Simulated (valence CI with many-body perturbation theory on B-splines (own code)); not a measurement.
The numbers below are computed, except where a source is named.
**Ladder of approximations for Pd41+**

Level of theory: valence CI with perturbative core correlation (CI+MBPT): three valence electrons over a frozen Dirac-Fock core [He], a basis of 11 s, 11 p, 9 d, 7 f, 5 g, 2 h, 1 i functions for each j, with the one-electron correlation potential Σ1, the two-electron term Σ2, the three-electron term Σ3, Breit, model QED; selected CI, second order for the rest (own B-spline code, finite nucleus).

The last digits are not significant, and no measured levels were compared; by estimate large intervals hold to a few tenths of a per cent, small ones and those within an open d or f shell to about a per cent.

Each rung adds one term. CI alone is the Dirac-Coulomb CI over the frozen core; QED comes last and gives the full result, which names the levels. Energies are above (2s^2 2p1/2) J=1/2 on the same rung, in Ry.

Levels are named by their leading jj configuration (3d3/2^4 stands for four electrons in 3d with j = 3/2), which in mixed levels can hold well under half, so a name can repeat and another be missing. Letters in brackets count levels of one name in rising energy.

| Level | CI alone | Σ1 | Σ2 | Σ3 | Breit | QED | Full |
| --- | --- | --- | --- | --- | --- | --- | --- |
| (2s 2p1/2^2) J=1/2 | 9.40 | -0.016 | -0.004 | 0.000 | +0.275 | -0.252 | 9.40 |
| (2s^2 2p3/2) J=3/2 | 13.29 | +0.005 | 0.000 | 0.000 | -0.256 | +0.021 | 13.06 |
| (2s 2p1/2 2p3/2) J=3/2 [a] | 19.91 | -0.012 | -0.002 | +0.001 | +0.023 | -0.226 | 19.70 |
| (2s 2p1/2 2p3/2) J=5/2 | 22.03 | -0.012 | -0.004 | 0.000 | -0.152 | -0.226 | 21.63 |
| (2s 2p1/2 2p3/2) J=3/2 [b] | 25.05 | -0.012 | -0.012 | -0.003 | -0.067 | -0.228 | 24.73 |
| (2s 2p1/2 2p3/2) J=1/2 | 25.18 | -0.012 | -0.021 | -0.003 | +0.050 | -0.230 | 24.97 |
| (2s 2p3/2^2) J=5/2 | 34.65 | -0.007 | -0.004 | -0.001 | -0.315 | -0.202 | 34.12 |
| (2p1/2^2 2p3/2) J=3/2 | 35.39 | -0.028 | -0.026 | -0.004 | +0.242 | -0.476 | 35.10 |
| (2s 2p3/2^2) J=1/2 | 38.96 | -0.007 | -0.006 | -0.004 | -0.146 | -0.202 | 38.59 |
| (2s 2p3/2^2) J=3/2 | 39.19 | -0.007 | -0.021 | -0.004 | -0.274 | -0.204 | 38.68 |
| (2p1/2 2p3/2^2) J=3/2 | 46.82 | -0.023 | -0.026 | -0.003 | +0.013 | -0.457 | 46.33 |
| (2p1/2 2p3/2^2) J=5/2 | 48.25 | -0.023 | -0.023 | -0.003 | -0.159 | -0.457 | 47.58 |
| (2p1/2 2p3/2^2) J=1/2 | 50.37 | -0.023 | -0.021 | -0.004 | +0.069 | -0.455 | 49.94 |
| (2p3/2^3) J=3/2 | 62.20 | -0.018 | -0.021 | -0.003 | -0.244 | -0.430 | 61.48 |
| (2s^2 3s) J=1/2 | 266.68 | +0.025 | -0.004 | -0.003 | -0.420 | +0.075 | 266.35 |
| (2s^2 3p1/2) J=1/2 | 270.04 | +0.022 | -0.004 | -0.003 | -0.341 | -0.002 | 269.71 |
| (2s 2p1/2 3s) J=1/2 [a] | 273.25 | +0.009 | -0.003 | -0.003 | -0.167 | -0.170 | 272.91 |
| (2s^2 3p3/2) J=3/2 | 273.54 | +0.019 | -0.005 | -0.003 | -0.369 | -0.044 | 273.14 |
| (2s 2p1/2 3s) J=3/2 | 274.89 | +0.014 | -0.007 | -0.003 | -0.296 | -0.119 | 274.48 |
| (2s 2p1/2 3s) J=1/2 [b] | 275.57 | +0.009 | -0.005 | -0.003 | -0.206 | -0.172 | 275.19 |
| (2s 2p1/2 3p1/2) J=1/2 [a] | 276.10 | +0.006 | -0.003 | -0.003 | -0.088 | -0.246 | 275.77 |
| (2s^2 3d3/2) J=3/2 | 276.63 | +0.023 | -0.005 | -0.003 | -0.455 | -0.023 | 276.17 |
| (2s 2p1/2 3p1/2) J=3/2 | 277.44 | +0.009 | -0.007 | -0.003 | -0.195 | -0.219 | 277.03 |
| (2s^2 3d5/2) J=5/2 | 277.85 | +0.026 | -0.005 | -0.003 | -0.488 | +0.006 | 277.38 |
| (2s 2p1/2 3p1/2) J=1/2 [b] | 278.87 | +0.006 | -0.008 | -0.003 | -0.120 | -0.244 | 278.50 |
| (2s 2p1/2 3p3/2) J=3/2 [a] | 280.56 | +0.007 | -0.004 | -0.003 | -0.164 | -0.238 | 280.16 |
| (2s 2p1/2 3p3/2) J=1/2 | 281.57 | +0.006 | -0.007 | -0.003 | -0.199 | -0.253 | 281.12 |
| (2s 2p1/2 3p3/2) J=5/2 | 281.85 | +0.007 | -0.007 | -0.003 | -0.252 | -0.237 | 281.35 |
| (2s 2p1/2 3p3/2) J=3/2 [b] | 282.08 | +0.007 | -0.008 | -0.003 | -0.234 | -0.238 | 281.60 |
| (2s 2p1/2 3d3/2) J=3/2 [a] | 282.57 | +0.010 | -0.003 | -0.003 | -0.185 | -0.244 | 282.15 |
| (2s 2p1/2 3d3/2) J=5/2 | 283.72 | +0.010 | -0.005 | -0.003 | -0.264 | -0.243 | 283.22 |

The middle columns are the shifts that each term adds.

Question: How does the ionisation energy move along the ladder, and which term matters most?

Answer: CI alone 6477.3, + Σ1 6477.7, + Σ2 6477.6, + Σ3 6477.6, + Breit 6470.9, + QED 6471.0 eV. The largest step is Breit, -6.7 eV. NIST lists 6469 ± 5 eV (semi-empirical).
